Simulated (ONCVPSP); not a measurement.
## Which change was made? (Ni, ONCV)

ONCVPSP 4.0.1 input, shortened (lines: element, Z, core and valence counts, functional; n l f; lmax; l rc ep ncon nbas qcut; lloc lpopt rc5 dvloc0; l nproj debl; icmod fcfact rcfact), PBEsol, scalar-relativistic:

```
  Ni 28.00    4    3  -116133      upf
    1    0    2.00
    2    0    2.00
    2    1    6.00
    3    0    2.00
    3    1    6.00
    3    2    9.00
    4    0    1.00
    2
    0    1.90    0.00    3    7    3.60
    1    0.70    0.00    5    9    9.90
    2    1.60    0.00    4    8    8.20
    4    4    0.55    6.00
    0    2    3.80
    1    3    1.90
    2    1    2.50
    2    0.35    0.65
```

In the p channel the program set the typed energies aside and used -2.438, 0.250, 2.150 Ha.

Cutoffs, loose and tight: the cutoffs (Ha) at which the residual kinetic energy of the hardest occupied pseudo-wave falls to 1 and 0.1 mHa per electron. They do not see the model core or the augmentation charge, which bear on the density cutoff. Test errors are all-electron minus pseudo excitation energies from the reference, over the configurations 3p6 3d8 4s2; 3p6 3d8 4s1; 3p6 3d8 4s0; 3p5 3d8 4s2; variants that change the core or the reference have their own tests.

The base gives: outcome: generated, projector energies reset by the program; cutoff, loose: 203 Ha; cutoff, tight: 463 Ha; bound ghosts: s, p; GHOST(+) flags above zero: none; largest test error (meV): -893.

(1) After one change the result is: outcome: generated, projector energies reset by the program; cutoff, loose: 792 Ha; cutoff, tight: 889 Ha; bound ghosts: s, p; GHOST(+) flags above zero: s, p; largest test error (meV): -653. Which change was it?
A. all radii but the core radius scaled by about 0.87 (s 1.66, p 0.60, d 1.40 bohr); local potential polynomial inside 0.48 bohr (lpopt 4, dvloc0 6 Ha)
B. all radii but the core radius scaled by about 0.80 (s 1.52, p 0.56, d 1.28 bohr); local potential polynomial inside 0.44 bohr (lpopt 4, dvloc0 6 Ha)
C. all radii but the core radius scaled by about 1.18 (s 2.24, p 0.82, d 1.88 bohr); local potential polynomial inside 0.64 bohr (lpopt 4, dvloc0 6 Ha)
D. all radii but the core radius scaled by about 1.33 (s 2.52, p 0.94, d 2.14 bohr); local potential polynomial inside 0.74 bohr (lpopt 4, dvloc0 6 Ha)

Answers

(1) B. The others give: all radii but the core radius scaled by about 1.18 (s 2.24, p 0.82, d 1.88 bohr); local potential polynomial inside 0.64 bohr (lpopt 4, dvloc0 6 Ha) → outcome: generated, projector energies reset by the program; cutoff, loose: 111 Ha; cutoff, tight: 352 Ha; bound ghosts: s, p; GHOST(+) flags above zero: none; largest test error (meV): -985 | all radii but the core radius scaled by about 0.87 (s 1.66, p 0.60, d 1.40 bohr); local potential polynomial inside 0.48 bohr (lpopt 4, dvloc0 6 Ha) → outcome: generated, projector energies reset by the program; cutoff, loose: 458 Ha; cutoff, tight: 711 Ha; bound ghosts: s, p; GHOST(+) flags above zero: s, p; largest test error (meV): -735 | all radii but the core radius scaled by about 1.33 (s 2.52, p 0.94, d 2.14 bohr); local potential polynomial inside 0.74 bohr (lpopt 4, dvloc0 6 Ha) → outcome: generated, projector energies reset by the program; cutoff, loose: 39 Ha; cutoff, tight: 160 Ha; bound ghosts: none; GHOST(+) flags above zero: s; largest test error (meV): -963.
